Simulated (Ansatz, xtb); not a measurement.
Molecule: CBF2O (charge 0, doublet). It need not be the lowest isomer of its formula. SMILES: FB([C]=O)F
Coordinates optimised at B3LYP-D3(BJ)/def2-TZVP (Ansatz, a program for electronic structure):
```
B
F 1 1.3292
F 1 1.3292 2 120.99
C 1 1.4984 2 119.51 3 -180.00
O 4 1.1579 3 151.75 1 -180.00
```
Charge 0, spin multiplicity 2.

Harmonic wavenumbers from GFN2-xTB (xtb, at its own minimum), cm⁻¹: 131, 210, 366, 379, 521, 713, 1228, 1257, 2154.

Problem. Give the harmonic wavenumbers at B3LYP-D3(BJ)/def2-TZVP (Ansatz, finite differences of forces, unscaled).

Solution. 133, 175, 408, 460, 584, 724, 1268, 1402, 2148 cm⁻¹. Zero-point energy 10.4 kcal/mol.

Problem. From these and the geometry, give the ideal-gas thermochemistry at 298.15 K and 1 atm (rigid rotor, harmonic oscillator).

Solution. Point group C2v, rotational symmetry number 2. Rotational constants 9.939, 3.62, 2.653 GHz. S(trans) 38.93, S(rot) 24.25, S(vib) 7.78, S(elec, spin only) 1.38, S 72.3 cal/(mol K). H(298) - H(0) 3.70 kcal/mol; G - E(el) -7.4 kcal/mol.
